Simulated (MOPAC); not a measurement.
MOPAC input (MNDO):

```
MNDO PRECISE GNORM=0.05 LET XYZ UHF MS=0.5 GEO-OK AUX(PRECISION=9) THREADS=1
H3Cl2OSi2

Si   -2.45546300 1   -0.49918100 1    0.19865300 1
O    -0.86571000 1   -0.48134300 1    0.66274400 1
Si    0.58426500 1    0.22252000 1    0.54099800 1
Cl    0.49398700 1    1.73463600 1   -0.87657000 1
Cl    1.96804800 1   -1.19011300 1   -0.05713700 1
H    -3.05905200 1    0.82535600 1    0.45453300 1
H    -2.53895100 1   -0.82372800 1   -1.24048500 1
H    -3.13414100 1   -1.53452500 1    1.00191700 1
```

From the output:

```
                                                       MOPAC v23.2.5 Linux

          FINAL HEAT OF FORMATION =       -171.15551 KCAL/MOL =    -716.11464 KJ/MOL

          COSMO AREA              =        163.44 SQUARE ANGSTROMS
          COSMO VOLUME            =        162.01 CUBIC ANGSTROMS

          GRADIENT NORM           =          0.02745          =       0.00971 PER ATOM
          IONIZATION POTENTIAL    =          9.092280 EV
          ALPHA SOMO LUMO (EV)    =         -9.092 -0.112
          BETA  SOMO LUMO (EV)    =        -11.912 -1.126
          NO. OF ALPHA ELECTRONS  =         16
          NO. OF BETA  ELECTRONS  =         15
          MOLECULAR WEIGHT        =        146.1001         POINT GROUP:  Cs

          MOLECULAR DIMENSIONS (Angstroms)

            Atom       Atom       Distance
            H     6   Cl     5     5.47233
            H     8   Cl     4     4.94675
            H     7   Si     3     2.38418

          SCF CALCULATIONS        =         34

   ATOM   CHEMICAL          X               Y               Z
  NUMBER   SYMBOL      (ANGSTROMS)     (ANGSTROMS)     (ANGSTROMS)

     1      Si         -2.52258438  *  -0.70700334  *   0.30699840  *
     2       O         -0.96340029  *  -0.20025929  *   0.34486593  *
     3      Si          0.53152820  *   0.28048063  *   0.36078780  *
     4      Cl          0.79433763  *   1.98073543  *  -0.84073023  *
     5      Cl          1.84846631  *  -1.32677083  *   0.06759465  *
     6       H         -3.32351995  *   0.36258306  *   0.65328096  *
     7       H         -2.80065395  *  -1.14603547  *  -0.97051101  *
     8       H         -2.65816302  *  -1.72734159  *   1.22672131  *

                             CARTESIAN COORDINATES

   1   Si       -2.522584377    -0.707003339     0.306998396
   2    O       -0.963400294    -0.200259294     0.344865934
   3   Si        0.531528205     0.280480632     0.360787798
   4   Cl        0.794337634     1.980735428    -0.840730234
   5   Cl        1.848466310    -1.326770832     0.067594649
   6    H       -3.323519951     0.362583059     0.653280959
   7    H       -2.800653946    -1.146035468    -0.970511014
   8    H       -2.658163021    -1.727341585     1.226721314

           Empirical Formula: H3 O Si2 Cl2  =     8 atoms

      MOLECULAR POINT GROUP   :   Cs

          ALPHA EIGENVALUES
 -41.13470 -25.04422 -24.29081 -21.19132 -18.45016 -16.44616 -15.60249 -15.03254
 -13.70923 -12.97271 -12.73200 -12.65586 -12.51771 -12.08535 -11.96008  -9.09228
  -0.11226   0.26717   2.07400   2.45648   2.46873   2.49487   4.49966

           BETA EIGENVALUES
 -41.00735 -24.57176 -23.86634 -21.12941 -18.00065 -16.08464 -15.43358 -14.77829
 -13.32926 -12.79837 -12.61859 -12.50032 -12.38750 -12.01891 -11.91225  -1.12623
   0.35678   1.24786   2.33973   2.49032   2.49070   2.56482   4.68810

              NET ATOMIC CHARGES AND DIPOLE CONTRIBUTIONS

  ATOM NO.   TYPE          CHARGE      No. of ELECS.   s-Pop       p-Pop
    1         Si           1.704983        2.2950     0.98561     1.30941
    2          O          -0.934225        6.9342     1.75818     5.17605
    3         Si           1.386489        2.6135     1.27142     1.34210
    4         Cl          -0.498711        7.4987     1.98764     5.51107
    5         Cl          -0.498694        7.4987     1.98764     5.51106
    6          H          -0.387953        1.3880     1.38795
    7          H          -0.383940        1.3839     1.38394
    8          H          -0.387949        1.3879     1.38795
 DIPOLE           X         Y         Z       TOTAL
 POINT-CHG.    -2.815     0.066     3.508     4.498
 HYBRID        -0.728    -0.524    -1.062     1.390
 SUM           -3.543    -0.457     2.446     4.329

          ATOMIC ORBITAL ELECTRON POPULATIONS

     Atom    s        px        py        pz
    1 Si   0.98561   0.38637   0.45564   0.46739
    2  O   1.75818   1.44990   1.85118   1.87497
    3 Si   1.27142   0.47637   0.44914   0.41659
    4 Cl   1.98764   1.98071   1.69461   1.83575
    5 Cl   1.98764   1.81459   1.72933   1.96714
    6  H   1.38795
    7  H   1.38394
    8  H   1.38795

                    (SZ)    =    0.500000
                    (S**2)  =    0.756682

          ATOMIC ORBITAL SPIN POPULATIONS

    Atom   Total    s     px     py     pz
         Atomic
    1 Si  0.0016 -0.000  0.003  0.000 -0.001
    2  O  0.0233  0.010  0.000 -0.005  0.018
    3 Si  0.6386  0.392  0.038  0.009  0.199
    4 Cl  0.1664  0.004 -0.001  0.071  0.092
    5 Cl  0.1664  0.004  0.040  0.104  0.018
    6  H -0.0011 -0.001
    7  H  0.0059  0.006
    8  H -0.0011 -0.001

 **********************
 *                    *
 * JOB ENDED NORMALLY *
 *                    *
 **********************

 == MOPAC DONE ==
```

The geometry given is a B3LYP-D3(BJ)/def2-TZVP minimum.
